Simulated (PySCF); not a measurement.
C$_{6}$H$_{11}$ (SMILES [CH]1CCCCC1), doublet, at a GFN2-xTB geometry; CCSD(T)/STO-3G run with PySCF.

Input for PySCF:
```python
from pyscf import gto, scf, cc

mol = gto.Mole()
mol.atom = '''
    C     0.19478157   -1.25324961    0.66510359
    C     1.29355223   -0.65266075   -0.11539714
    C     1.20459504    0.89197226   -0.14572493
    C    -0.24522720    1.38706484   -0.06610315
    C    -1.22077647    0.33666712   -0.59021356
    C    -1.19894589   -0.87088281    0.34556464
    H     0.38770307   -1.97963011    1.43349995
    H     2.26421590   -0.96103143    0.27476890
    H     1.23693489   -1.00504949   -1.15640594
    H     1.76993495    1.29982118    0.69345874
    H     1.67390457    1.25243034   -1.06302263
    H    -0.35038401    2.31576577   -0.62985473
    H    -0.50361772    1.60067580    0.97347952
    H    -2.22943140    0.75097965   -0.64284780
    H    -0.92966226    0.03724000   -1.59851942
    H    -1.74394039   -1.71069273   -0.11367362
    H    -1.74353349   -0.63397547    1.26974055
'''
mol.basis = 'sto-3g'
mol.spin = 1
mol.verbose = 4
mol.build()

mf = scf.UHF(mol)
mf.kernel()

mycc = cc.CCSD(mf)
mycc.iterative_damping = 0.8
mycc.kernel()
et = mycc.ccsd_t()
print('E(CCSD(T)) = %.10f' % (mycc.e_tot + et))
```

It wrote (shortened):

```
PySCF version 2.14.0

[INPUT] verbose = 4
[INPUT] num. atoms = 17
[INPUT] num. electrons = 47
[INPUT] charge = 0
[INPUT] spin (= nelec alpha-beta = 2S) = 1
[INPUT] symmetry False subgroup None
[INPUT] Mole.unit = angstrom
[INPUT] Symbol           X                Y                Z      unit          X                Y                Z       unit  Magmom
[INPUT]  1 C      0.194781570000  -1.253249610000   0.665103590000 AA    0.368083821413  -2.368298528618   1.256863629565 Bohr   0.0
[INPUT]  2 C      1.293552230000  -0.652660750000  -0.115397140000 AA    2.444459442520  -1.233350069753  -0.218068990158 Bohr   0.0
[INPUT]  3 C      1.204595040000   0.891972260000  -0.145724930000 AA    2.276354716609   1.685583282109  -0.275380207221 Bohr   0.0
[INPUT]  4 C     -0.245227200000   1.387064840000  -0.066103150000 AA   -0.463412246294   2.621172664614  -0.124916849471 Bohr   0.0
[INPUT]  5 C     -1.220776470000   0.336667120000  -0.590213560000 AA   -2.306933187613   0.636208651946  -1.115341983405 Bohr   0.0
[INPUT]  6 C     -1.198945890000  -0.870882810000   0.345564640000 AA   -2.265679370273  -1.645729997492   0.653022527934 Bohr   0.0
[INPUT]  7 H      0.387703070000  -1.979630110000   1.433499950000 AA    0.732652619953  -3.740958735843   2.708922305078 Bohr   0.0
[INPUT]  8 H      2.264215900000  -0.961031430000   0.274768900000 AA    4.278747937886  -1.816086199799   0.519237968548 Bohr   0.0
[INPUT]  9 H      1.236934890000  -1.005049490000  -1.156405940000 AA    2.337468176019  -1.899268277734  -2.185290515420 Bohr   0.0
[INPUT] 10 H      1.769934950000   1.299821180000   0.693458740000 AA    3.344692313796   2.456306041109   1.310447097286 Bohr   0.0
[INPUT] 11 H      1.673904570000   1.252430340000  -1.063022630000 AA    3.163221195958   2.366750332696  -2.008821634915 Bohr   0.0
[INPUT] 12 H     -0.350384010000   2.315765770000  -0.629854730000 AA   -0.662129817327   4.376163073943  -1.190252937962 Bohr   0.0
[INPUT] 13 H     -0.503617720000   1.600675800000   0.973479520000 AA   -0.951699562278   3.024838876219   1.839609680673 Bohr   0.0
[INPUT] 14 H     -2.229431400000   0.750979650000  -0.642847800000 AA   -4.213014759506   1.419145863622  -1.214806281779 Bohr   0.0
[INPUT] 15 H     -0.929662260000   0.037240000000  -1.598519420000 AA   -1.756807059744   0.070373400879  -3.020763908599 Bohr   0.0
[INPUT] 16 H     -1.743940390000  -1.710692730000  -0.113673620000 AA   -3.295569714667  -3.232740742985  -0.214812009388 Bohr   0.0
[INPUT] 17 H     -1.743533490000  -0.633975470000   1.269740550000 AA   -3.294800785107  -1.198040007992   2.399461888755 Bohr   0.0

nuclear repulsion = 247.146874561264
number of shells = 29
number of NR pGTOs = 123
number of NR cGTOs = 41
basis = sto-3g
ecp = {}

******** <class 'pyscf.scf.uhf.UHF'> ********
method = UHF
initial guess = minao
damping factor = 0
level_shift factor = 0
DIIS = <class 'pyscf.scf.diis.CDIIS'>
diis_start_cycle = 1
diis_space = 8
diis_damp = 0
SCF conv_tol = 1e-09
SCF conv_tol_grad = None
SCF max_cycles = 50
direct_scf = True
direct_scf_tol = 1e-13
number electrons alpha = 24  beta = 23
Set gradient conv threshold to 3.16228e-05
init E= -232.146032166664

cycle= 1 E= -230.782502885732  delta_E= 1.36  |g|= 0.214  |ddm|= 3.48
cycle= 2 E= -230.827402458231  delta_E= -0.0449  |g|= 0.0653  |ddm|= 0.387
cycle= 3 E= -230.832426157456  delta_E= -0.00502  |g|= 0.0177  |ddm|= 0.145
cycle= 4 E= -230.83282908032  delta_E= -0.000403  |g|= 0.00891  |ddm|= 0.0328
cycle= 5 E= -230.832973706823  delta_E= -0.000145  |g|= 0.00244  |ddm|= 0.0292
cycle= 6 E= -230.832984845886  delta_E= -1.11e-05  |g|= 0.000876  |ddm|= 0.00793
cycle= 7 E= -230.832986325211  delta_E= -1.48e-06  |g|= 0.000407  |ddm|= 0.00263
cycle= 8 E= -230.832986714823  delta_E= -3.9e-07  |g|= 0.000136  |ddm|= 0.00161
cycle= 9 E= -230.832986755969  delta_E= -4.11e-08  |g|= 3.64e-05  |ddm|= 0.000572
cycle= 10 E= -230.832986758213  delta_E= -2.24e-09  |g|= 1.87e-05  |ddm|= 0.000101
cycle= 11 E= -230.832986758907  delta_E= -6.94e-10  |g|= 7.68e-06  |ddm|= 6.03e-05
Extra cycle  E= -230.832986758983  delta_E= -7.55e-11  |g|= 5.06e-06  |ddm|= 1.26e-05
converged SCF energy = -230.832986758983  <S^2> = 0.76612829  2S+1 = 2.0160638

******** <class 'pyscf.cc.uccsd.UCCSD'> ********
CC2 = 0
CCSD nocc = (np.int64(24), np.int64(23)), nmo = (41, 41)
max_cycle = 50
direct = 0
conv_tol = 1e-07
conv_tol_normt = 1e-06
diis_space = 6
diis_start_cycle = 0
diis_start_energy_diff = 1e+09
Init t2, MP2 energy = -0.289394323181711
Init E_corr(UCCSD) = -0.289394323203326
cycle = 1  E_corr(UCCSD) = -0.33935762516813  dE = -0.049963302  norm(t1,t2) = 0.089264
cycle = 2  E_corr(UCCSD) = -0.361508899804817  dE = -0.0221512746  norm(t1,t2) = 0.0449753
cycle = 3  E_corr(UCCSD) = -0.382877601139491  dE = -0.0213687013  norm(t1,t2) = 0.0244328
cycle = 4  E_corr(UCCSD) = -0.382737831034084  dE = 0.000139770105  norm(t1,t2) = 0.00532983
cycle = 5  E_corr(UCCSD) = -0.382970597698348  dE = -0.000232766664  norm(t1,t2) = 0.00174838
cycle = 6  E_corr(UCCSD) = -0.382900245892654  dE = 7.03518057e-05  norm(t1,t2) = 0.000491584
cycle = 7  E_corr(UCCSD) = -0.382934189176324  dE = -3.39432837e-05  norm(t1,t2) = 0.000157036
cycle = 8  E_corr(UCCSD) = -0.382923461178922  dE = 1.07279974e-05  norm(t1,t2) = 5.42135e-05
cycle = 9  E_corr(UCCSD) = -0.382922255122685  dE = 1.20605624e-06  norm(t1,t2) = 2.42998e-05
cycle = 10  E_corr(UCCSD) = -0.382924180450894  dE = -1.92532821e-06  norm(t1,t2) = 1.01903e-05
cycle = 11  E_corr(UCCSD) = -0.38292417113459  dE = 9.3163039e-09  norm(t1,t2) = 2.26026e-06
cycle = 12  E_corr(UCCSD) = -0.38292415709228  dE = 1.40423104e-08  norm(t1,t2) = 8.73909e-07
UCCSD converged
E(UCCSD) = -231.2159109160748  E_corr = -0.3829241570922796
UCCSD(T) correction = -0.00282160596665759
E(CCSD(T)) = -231.2187325220
```
